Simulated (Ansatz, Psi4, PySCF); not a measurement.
C₄H₃O (SMILES [c-]1ccoc1), charge -1, singlet, geometry from GFN2-xTB (in this run its highest filled SCF level lies above zero, so its values depend strongly on the basis, on diffuse functions most of all). Base run: CCSD(T)/STO-3G (PySCF).

The PySCF input:
```python
from pyscf import gto, scf, cc

mol = gto.M(
    atom='''
O     0.00331424   -0.00072523    1.15085558
C    -0.00480857    1.10916172    0.26448605
C     0.00618756   -1.05863609    0.30308132
C    -0.00715679    0.81484723   -1.06555540
C     0.00039392   -0.64547339   -0.98975849
H    -0.00807905    2.06158188    0.79005941
H     0.01244746   -2.04160206    0.76339482
H     0.00142101   -1.33357490   -1.83381975
''',
    basis='sto-3g',
    charge=-1,
    verbose=4,
)

mf = scf.RHF(mol)
mf.kernel()

mycc = cc.CCSD(mf)
mycc.kernel()
et = mycc.ccsd_t()
print('E(CCSD(T)) = %.10f' % (mycc.e_tot + et))
```

The same geometry, method and basis name were run in Ansatz (a program for electronic structure) and Psi4 and PySCF, at each program's defaults and at the settings that a row names. The base is PySCF at its defaults. Differences at the defaults can come from grids, fitting, cores and function types together.

```
code and settings                                                                 ΔE vs base (µEh)  basis functions      E (Eh)  SCF cycles
--------------------------------------------------------------------------------  ----------------  ---------------  ----------  ----------
PySCF, defaults (exact integrals, spherical functions, all electrons correlated)               0.0               28  -225.26606          11
Psi4, defaults (exact integrals, spherical functions, all electrons correlated)                0.3               28  -225.26606          13
Ansatz, defaults (factorised integrals, spherical functions, frozen core)                     1562               28  -225.26450           -
PySCF, frozen core                                                                            1548               28  -225.26451          11
Psi4, exact integrals, spherical functions, frozen core                                       1548               28  -225.26451          13
Ansatz, high accuracy, frozen core                                                            1548               28  -225.26451           -
```
